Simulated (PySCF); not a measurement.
Computed IR spectrum (relative IR intensity) of a molecule C4H5Si, multiplicity 2. Geometry: PBE-D3(BJ)/def2-SVP. Other conformers were not sampled. Level of theory: PBE-D3(BJ)/def2-SVP (PySCF 2.14.0). Frequencies are harmonic and unscaled.

Lines under 2 % of the strongest are left out, and lines within 2 cm⁻¹ are merged.

ν (cm⁻¹): 196 (vw), 471 (m), 547 (m), 576 (w), 646 (m), 675 (w), 704 (vs), 817 (w), 828 (vs), 896 (vs), 935 (w), 1057 (w), 1163 (w), 1262 (w), 1508 (w), 2173 (vs), 2176 (vs), 3071 (w), 3084 (m) (against the strongest line: vs over 80 %, s over 45 %, m over 15 %, w over 4 %, vw less)

Problem. Identify the compound among the candidates.
A) C1=C[SiH]C=C1
B) [C]1=C[SiH2]C=C1
C) [C]1=CC=C[SiH2]1

Solution. C, [C]1=CC=C[SiH2]1
